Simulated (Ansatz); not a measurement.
Computed with Ansatz on PBE0-D4/def2-TZVP structures; ΔE is electronic, products minus reactants. CCSD(T)/CBS is the MP2 limit (def2-TZVPP, def2-QZVPP) plus CCSD(T) − MP2 in def2-TZVPP, frozen cores. This one scheme is used for every species. DFT in def2-TZVPP. B3LYP here is the variant with VWN-RPA as its local correlation; programs differ in this. For Se outer-core shells are correlated without core-valence functions, which leaves a few kJ/mol of doubt a bond. Scalar relativity is left out up to krypton. One conformer a species, not always the lowest.

`C[Se]BCF` + `CBF` → `C[Se]BF` + `CBCF`  (redistribution)

Q: Is it downhill or uphill in electronic energy at CCSD(T)/CBS, and by how much? (An estimate is asked.)

A: The calculation gave: Uphill: ΔE = +0.21 eV.

Q: What do these levels give: PBE-D4, r2SCAN-D4, B3LYP-D4, B2PLYP, r2SCAN, PBE0, HF/def2-TZVPP, SCS-MP2/def2-TZVPP, CCSD(T)/def2-TZVPP, SCS-MP2/def2-QZVPP, HF/CBS(def2), CCSD/CBS(def2)? (Estimate.)

A: Ansatz gave: PBE-D4 0.17, r2SCAN-D4 0.16, B3LYP-D4 0.18, B2PLYP 0.19, r2SCAN 0.16, PBE0 0.17, HF/def2-TZVPP 0.17, SCS-MP2/def2-TZVPP 0.21, CCSD(T)/def2-TZVPP 0.21, SCS-MP2/def2-QZVPP 0.20, HF/CBS(def2) 0.16, CCSD/CBS(def2) 0.20 eV.

Largest T1 diagnostic among the species: 0.012.

In def2-TZVPP, CCSD(T) changes the Hartree–Fock value by +0.04 eV (the triples alone add +0.01 eV) and MP2 by +0.05 eV.
